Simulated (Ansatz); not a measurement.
Species: C2H8Si2, SMILES `CC1[SiH2][SiH2]1` (charge 0, multiplicity 1).

Task: Give a relaxed geometry from B3LYP-D3(BJ)/def2-TZVP (Ansatz, a quantum-chemistry and plane-wave program).

Result: the end point of this relaxation (outside a Z-matrix the atoms follow the SMILES, hydrogens last).
Cartesian coordinates (Å) in one orientation:
```xyz
12

C      1.575     0.006     0.276
C      0.080     0.111     0.557
Si    -1.086     1.060    -0.617
Si    -1.156    -1.149    -0.168
H      1.768    -0.214    -0.776
H      2.037    -0.792     0.863
H      2.092     0.940     0.511
H     -0.138     0.330     1.603
H     -2.000     2.053    -0.013
H     -0.467     1.540    -1.872
H     -2.121    -1.769     0.764
H     -0.584    -2.117    -1.128
```
